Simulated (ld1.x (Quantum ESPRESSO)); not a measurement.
# Ranking TM potentials for Pt (Z = 78)

All share these settings but for the change named:

* Element: Pt
* Generator: ld1.x (Quantum ESPRESSO) 7.5
* Type: norm-conserving Troullier–Martins (Kleinman–Bylander form)
* Functional: PBE
* Relativity: scalar-relativistic
* Frozen core: [Xe] 4f14
* Valence charge: 10
* Reference configuration: 5d9 6s0.5 6p0.5
* Partial waves: 6s (bound): rc 2.15 bohr; 6p (bound): rc 3.55 bohr; 5d (bound): rc 1.95 bohr
* Local potential: all-electron potential smoothed inside 3.25 bohr (lloc = -1)
* Core correction: a·sin(br)/r model core, default radius (core density twice the valence density)

Test errors are all-electron minus pseudo excitation energies from the reference, over 5d9 6s1 6p0; 5d9 6s0 6p0; 5d8 6s0 6p0; 5d9 6s0 6p1; 5d6 6s0 6p0; 5d8 6s1 6p0; 5d9 6s0.5 6p0. None of these files shows a bound ghost.

The base gives 1112.6 meV.

Of 8 variants that were run, those that failed, showed a ghost or another fault, or gave nearly equal values are left out.

A variant can come out equal or close to the base, since the largest error may sit in a test that the change hardly touches while other tests move.

Task: Rank these variants by their largest absolute test error, smallest first.
A. local potential the p channel
B. wave 6p (bound): rc 3.55 bohr becomes 6p (bound): rc 4.30 bohr
C. all radii but the core radius scaled by about 1.16 (s 2.48, p 4.10, d 2.26 bohr); local potential all-electron potential smoothed inside 3.76 bohr (lloc = -1)

Result: B (1153.4 meV), C (1386.7 meV), A (1634.4 meV).
